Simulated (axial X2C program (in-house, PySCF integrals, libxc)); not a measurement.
## What spin–orbit coupling does to CdF

Calculated with an in-house relativistic program for diatomic molecules. Spin-free means the one-electron spin-free X2C Hamiltonian; two-component (2c) means X2C with spin–orbit coupling and atomic mean-field two-electron Coulomb and Gaunt terms, so the difference of the two also holds small scalar two-electron terms. Basis: Cd dyall-v2z [9s10p7d2f], F dyall-v2z [5s4p1d] (cores contracted in-house); Gaussian nuclei, density fitting, unrestricted open shells. Masses: Cd 113.903 u, F 18.998 u.

Spin-free state: M_S = 1/2, Λ = 0 (beyond evenly filled blocks: σα); fragments Cd + F.

```csv
level,Re (Å),ωe (cm⁻¹),De (eV),μ (D)
PBE0,1.999,511.0,2.485,-3.70
HF,1.994,543.3,1.525,-4.15
MP2,1.988,541.4,2.305,n/a
LDA,1.979,517.8,3.313,-3.28
TPSSh,2.008,500.3,2.590,-3.57
```

Correlated methods: 19 electrons correlated (number of frozen shells: Cd 4 s, 3 p, 1 d; F 1 s), 119 virtual spin orbitals or spinors in MP2.

Dipoles are positive if F is the positive end.

Two-component determinant lowest at the distance of the search:

Ω = 1/2 (⟨Sz⟩ = 0.50, ⟨Lz⟩ = 0.00 at HF); fragments Cd + F.

```
level  Re (Å)  ωe (cm⁻¹)  De (eV)  μ (D)
 PBE0   2.000      510.9    2.483  -3.70
   HF   1.994      543.2    1.514  -4.15
  MP2   1.989      541.2    2.291    n/a
  LDA   1.979      517.7    3.298  -3.28
TPSSh   2.008      500.2    2.589  -3.57
```

(1) From the two tables, how do the constants change at the MP2 level (2c against spin-free)?

The state is a single determinant with fixed occupations, the lowest that a limited PBE0 search found. Dissociation energies refer to the lowest single-determinant-based atoms at the same level and basis. Density functionals use the spin component along the axis (collinear). The 2c atoms are single determinants rather than J levels; their spin–orbit lowering is only partly caught, and De is too large by that part. This holds for PBE0, TPSSh. The functionals have no current-density term, which raises determinants with orbital currents, atoms included.

Results:

(1) At the MP2 level Re is unchanged within 0.001 Å and ωe is unchanged to within 0.2 cm⁻¹; De changes by -0.014 eV.
